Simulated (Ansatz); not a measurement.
```yaml
crystal:
  periodic: [false, false, false]
  atoms:
    - {symbol: N, position_ang: [-0.646597, 1.185426, 0.588464]}
    - {symbol: Ta, position_ang: [0.558913, -0.253308, -0.014140]}
    - {symbol: O, position_ang: [0.775164, -1.249907, 1.367387]}
    - {symbol: O, position_ang: [-0.240359, -1.229919, -1.440768]}
    - {symbol: F, position_ang: [2.220130, 0.446181, -0.587209]}
    - {symbol: H, position_ang: [-0.982264, 1.289784, 1.533825]}
    - {symbol: H, position_ang: [-1.050597, 1.891442, -0.010191]}
    - {symbol: H, position_ang: [-0.542292, -2.136698, -1.493267]}
basis:
  gaussian: {orbitals: ANO-RCC-VTZP}
total_charge: -1
magnetization: {spin_polarized: true, initial_magnetization: 1}
hamiltonian: {xc: {name: revPBE0}, dispersion: d4}
output: {forces: true}
```

```sh
$ ansatz run in.yaml --threads 2 --pin off --events-out ev --progress --plain --max-ram 22528MiB --backend cpu
```

Shortened log:

```
Functional definition: revPBE0
2286 factors; their error is unknown
mean field evaluation 1: about -433038.8093 eV, gradient 6.7e1 eV
mean field evaluation 2: about -432889.2156 eV, gradient 2.4e2 eV
mean field evaluation 4: about -433050.8715 eV, gradient 2.0e1 eV
mean field evaluation 8: about -433052.1175 eV, gradient 3.7e-1 eV
mean field evaluation 16: about -433052.8385 eV, gradient 7.7e-3 eV
mean field evaluation 32: about -433052.8385 eV, gradient 1.1e-5 eV
mean field -433052.83849496 eV, -15914.3982809332 hartree, gradient 1.1e-5 eV, S^2 0.750242; 8 other end points of the search recorded, 0 dependent functions left out
reference -433052.83854622 eV, -15914.3982828171 hartree; 55, 54 occupied and 211, 212 virtual orbitals, 2286 factors
Total energy: -433053.24493215 eV, -15914.4132172242 hartree
Relativity: scalar
Atom 0 at    -0.646597     1.185426     0.588464 Å, force     0.472836    -0.304425     0.011484 eV/Å
Atom 1 at     0.558913    -0.253308    -0.014140 Å, force    -0.898176    -0.091670    -0.212017 eV/Å
Atom 2 at     0.775164    -1.249907     1.367387 Å, force     0.117244     0.019667     0.046316 eV/Å
Atom 3 at    -0.240359    -1.229919    -1.440768 Å, force     0.427387     0.648870     0.201385 eV/Å
Atom 4 at     2.220130     0.446181    -0.587209 Å, force     0.223240     0.059547    -0.033435 eV/Å
Atom 5 at    -0.982264     1.289784     1.533825 Å, force    -0.081468     0.020029     0.127817 eV/Å
Atom 6 at    -1.050597     1.891442    -0.010191 Å, force    -0.099336     0.079244    -0.164101 eV/Å
Atom 7 at    -0.542292    -2.136698    -1.493267 Å, force    -0.161727    -0.431262     0.022550 eV/Å
Dipole moment:     0.770844     0.157788     0.289954 e Å
```

Hardware: 2 threads of an AMD EPYC 7R13 on a shared host. Wall time 89 s, peak host memory 2.2 GiB.
